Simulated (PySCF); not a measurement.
A PySCF script (with the pyscf-properties extension) for the NMR shieldings of SMILES C/C=N\N([SiH3])CCC, C$_{5}$H$_{14}$N$_{2}$Si, on a GFN2-xTB geometry:

```python
import basis_set_exchange as bse
import numpy as np
from pyscf import gto, dft
from pyscf.prop import nmr

atoms = """
C     2.818316    0.478030   -1.027075
C     2.322361   -0.398526    0.085055
N     1.236540   -0.437582    0.727135
N     0.152414    0.354204    0.602368
Si   -0.087519    1.830619   -0.286619
C    -0.926596   -0.216974    1.395775
C    -1.579470   -1.420381    0.712792
C    -2.377452   -1.029464   -0.523326
H     3.363860    1.330689   -0.621459
H     3.503313   -0.090536   -1.653439
H     2.003802    0.851929   -1.641025
H     3.026002   -1.152725    0.422255
H    -1.284729    2.431299    0.295097
H    -0.315451    1.606468   -1.723040
H     1.067631    2.701145   -0.076527
H    -1.674338    0.552658    1.587644
H    -0.496998   -0.541617    2.348203
H    -2.237747   -1.909726    1.433521
H    -0.792111   -2.125852    0.440523
H    -2.839097   -1.906402   -0.972022
H    -3.162459   -0.322344   -0.262826
H    -1.730684   -0.565526   -1.263860
"""
names = dict.fromkeys(["C", "N", "Si", "H"], "pcSseg-1")
basis = {el: gto.basis.parse(bse.get_basis(n, elements=[el], fmt="nwchem")) for el, n in names.items()}
mol = gto.M(atom=atoms, basis=basis, charge=0, verbose=0)
mf = dft.RKS(mol, xc="PBE0")
mf.grids.level = 2
mf.grids.alignment = dft.numint.BLKSIZE   # the property module wants whole blocks of grid points
mf.conv_tol = 1e-9
mf.kernel()

calc = nmr.RKS(mf)   # GIAO
C = mf.mo_coeff
Co = C[:, mf.mo_occ > 0]
resp = mf.gen_response(singlet=True, hermi=2)
def vind(x):   # induced exchange potential for any number of trial vectors
    d = np.einsum("pi,xij,qj->xpq", C, 2 * x.reshape(-1, C.shape[1], Co.shape[1]), Co, optimize=True)
    return np.einsum("xpq,pi,qj->xij", resp(d - d.transpose(0, 2, 1)), C, Co, optimize=True).ravel()
mo1, _ = nmr.rhf.solve_mo1(calc, with_cphf=vind)
sigma = calc.kernel(mo1)
for i, s in enumerate(sigma):   # ppm
    print("%2d %-2s %9.2f" % (i, mol.atom_pure_symbol(i), np.trace(s) / 3))
```

Problem. Give the expected output.

Solution. 
```
 0 C     167.53
 1 C      53.22
 2 N    -125.51
 3 N     151.28
 4 Si    403.48
 5 C     120.32
 6 C     159.39
 7 C     173.01
 8 H      29.56
 9 H      29.92
10 H      29.23
11 H      25.10
12 H      27.07
13 H      26.31
14 H      26.55
15 H      28.88
16 H      27.80
17 H      30.49
18 H      29.93
19 H      30.57
20 H      31.07
21 H      30.54
```

These numbers come from an equivalent density-fitted implementation of the same equations, which agrees with the script to about 0.01 ppm for H and up to a few tenths of a ppm for heavy atoms, so last digits may differ.

Problem. Turn these shieldings into chemical shifts. Shifts are taken against calculated references (same method and geometry level): TMS for $^{13}$C (σ = 186.93 ppm) and $^{29}$Si (σ = 349.16 ppm) and $^{1}$H (σ = 31.72 ppm); $^{15}$N (σ = 267.73 ppm) against NH3.

Solution. Averaging equivalent atoms: C 1: 133.7; C 5: 66.6; C 6: 27.5; C 0: 19.4; C 7: 13.9; N 2: 393.2; N 3: 116.5; Si 4: -54.3; H 11: 6.62; H 12/13/14: 5.08; H 15/16: 3.38; H 8/9/10: 2.14; H 17/18: 1.51; H 19/20/21: 0.99 ppm. Experimental scales use liquid or dissolved standards, which lie at an offset from isolated NH3 (liquid NH3: subtract about 20 ppm). Unscaled 15N shifts of sp2 nitrogen come out 20 to 40 ppm too high even then.

Size and cost of the density-fitted run: 213 basis functions, 40 s wall time on 1 thread of an Arm Neoverse V1, shared host; peak memory 0.88 GiB.
